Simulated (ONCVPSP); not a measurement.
# PBEsol ONCV dataset for Cr (Z = 24), scalar-relativistic all-electron reference.

ONCVPSP 4.0.1 input, shortened (lines: element, Z, core and valence counts, functional; n l f; lmax; l rc ep ncon nbas qcut; lloc lpopt rc5 dvloc0; l nproj debl; icmod fcfact rcfact), PBEsol, scalar-relativistic:

```
  Cr 24.00    3    3  -116133      upf
    1    0    2.00
    2    0    2.00
    2    1    6.00
    3    0    2.00
    3    1    6.00
    3    2    4.00
    2
    0    0.85    0.00    3    7    7.00
    1    0.95    0.00    5    9    7.40
    2    1.65    0.00    5   10    7.90
    4    5    0.55    0.00
    0    1    3.00
    1    2    2.90
    2    2    2.20
    3    5.75    1.70
```

All-electron outer shells of the reference configuration (PBEsol, scalar-relativistic, ld1.x):

| shell | level (eV) | outermost node (bohr) | outermost maximum (bohr) |
| --- | --- | --- | --- |
| 3s | -94.88 | 0.36 | 0.78 |
| 3p | -66.31 | 0.33 | 0.80 |
| 3d | -22.81 | – | 0.82 |

Results:

```json
{
 "Ghost test": "ghosts flagged at negative energy: s at -45.7 eV; no localised positive-energy state flagged; a true bound ghost makes a file unfit for plane-wave use",
 "Configuration tests": "2 of 4 tests not solved or not reliable",
 "rms error of d²Exc/dni dnj": "2.23 mHa without and 3.56 mHa with the model core"
}
```

Generation and tests took about 3.3 s on one core of a shared server CPU.
